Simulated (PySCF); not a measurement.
**Calculated NMR data**

PySCF 2.14.0 with density-fitted response routines calculation with GFN2-xTB structure and PBE0/pcSseg-1 with gauge-including orbitals; single conformer, relativity neglected, fast rotation and ring inversion assumed for equivalent nuclei, isolated molecule.

References, each an isolated molecule treated in the same way: 1H and 13C against TMS. Splittings of carbon signals by F and P are missing where no couplings were computed. Where no couplings were computed, multiplicities follow the n + 1 count of equivalent neighbours, and m marks all less simple cases (inequivalent or close neighbours, rings, F or P nearby). Shifts are as computed. Against solution values, carbons near 30 ppm lie about +3 ppm off and those near 130 ppm about +5 ppm; carbons on Cl a further +6 ppm. Of 1211 compounds with measured shifts, 218 miss one by over three times the rms of a fit or turn the order of signals round; such compounds aren't used in these exercises. Carbons bonded to Cl come out too deshielded.

**1.** `[Si@H]1([SiH](C)C)C=C(Cl)[SiH2]O1`, C4H11ClOSi3. 1H NMR (500 MHz, computed): δ 7.18 (d, 1H), 5.94 (m, 1H), 5.18 (m, 1H), 5.15 (m, 1H), 4.38 (m, 1H), 0.35 (d, 3H), 0.09 (d, 3H). 13C{1H} NMR (computed): δ 162.4, 151.8, -4.8, -5.8.

**2.** SMILES CC#C[Si@H](P)[SiH](C)C, C5H13PSi2. 1H NMR (500 MHz, computed): δ 4.55 (m, 1H), 4.29 (m, 1H), 2.10 (s, 3H), 1.32 (m, 2H), 0.26 (d, 3H), 0.23 (d, 3H). 13C{1H} NMR (computed): δ 116.7 (C), 84.4 (C), 6.4 (CH3), -4.1 (CH3), -5.7 (CH3).
